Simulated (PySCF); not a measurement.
## Fractional electron number in Cu²⁺ (copper, charge +2)

The 3d beta orbital of [Ar] 3d9 is emptied in steps (occupation f), with all orbitals relaxed, ending at [Ar] 3d8. Calculation: PySCF 2.14, in def2-TZVPPD (6s6p4d2f1g, 67 functions); the non-relativistic Hamiltonian (point nucleus). The exact energy is a straight line in f; departures are measured from the line between the end points of the same method.

```csv
f,PBE0 (eV),r2SCAN (eV),LC-wPBE (eV)
1,0.000,0.000,0.000
0.75,-1.087,-1.539,-0.662
0.5,-1.463,-2.056,-0.899
0.25,-1.106,-1.543,-0.685
0,0.000,0.000,0.000
```

| method | E(f=0) − E(f=1) (eV) | −ε at f=1 (eV) | −ε at f=0.5 (eV) |
| --- | --- | --- | --- |
| PBE0 | 37.078 | 31.342 | 37.027 |
| r2SCAN | 36.731 | 28.563 | 36.720 |
| LC-wPBE | 37.473 | 34.008 | 37.411 |

Orbital energy along the path (eV):

```csv
f,PBE0,r2SCAN,LC-wPBE
1,-31.342,-28.563,-34.008
0.75,-34.137,-32.607,-35.655
0.5,-37.027,-36.720,-37.411
0.25,-39.994,-40.846,-39.259
0,-43.015,-44.960,-41.174
```

Reference removal energy between the ground levels: 36.841 ± 0.012 eV (measured; NIST Atomic Spectra Database, ionization energies). The calculation has no spin-orbit coupling. The determinant left behind need not be the lowest term of the ion.
